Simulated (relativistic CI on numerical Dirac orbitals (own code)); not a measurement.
## Nb5+: M2,3 absorption edge

Computed with this model: Dirac-Coulomb-Breit CI, orbitals from a KLI potential per configuration, QED by a radiative potential, valence Slater integrals scaled by 0.9, multiplet model of core-to-valence dipole absorption; configurations [Ar] 3d10 4s2 4p6 → [Ne] 3s2 3p5 3d10 4s2 4p6 4d; 300 K; Lorentzian 2 eV and Gaussian 0.4 eV FWHM. Energies are those of the free ion, without screening or charge transfer. The branching ratio is the share of the lower-energy edge in the whole absorption, uncertain by about 0.02 where the edges overlap. S is read from ⟨S²⟩ = S(S + 1).

Field parameters in Wybourne normalisation: D3d B²₀ = −7Dσ, B⁴₀ = −14Dq − 21Dτ, B⁴₃ = −14√(10/7) Dq. The field is a parameter set, without covalency.

Computed curve for free ion, scaled to 100 at the maximum (points under 2 are left out and the grid is thinned):

(Energy (eV), Intensity): (366.50, 2.1), (367.25, 2.6), (368.00, 3.2), (368.50, 3.8), (369.25, 5.2), (370.00, 7.3), (370.75, 11.1), (371.50, 18.5), (372.25, 34.3), (372.75, 52.7), (373.50, 92.6), (374.25, 86.5), (375.00, 44.3), (375.75, 22.5), (376.25, 15.5), (377.00, 9.7), (377.75, 6.7), (378.50, 5.0), (379.25, 3.9), (380.00, 3.2), (380.50, 2.9), (381.25, 2.5), (382.00, 2.4), (382.75, 2.3), (383.50, 2.4), (384.25, 2.6), (384.75, 2.9), (385.50, 3.6), (386.25, 5.0), (387.00, 7.7), (387.75, 13.9), (388.25, 22.1), (389.00, 40.0), (389.75, 35.1), (390.50, 17.8), (391.25, 9.2), (392.00, 5.5), (392.50, 4.1), (393.25, 2.9), (394.00, 2.1)

The ground state has S = 0.00, and the centroid lies at 378.24 eV.
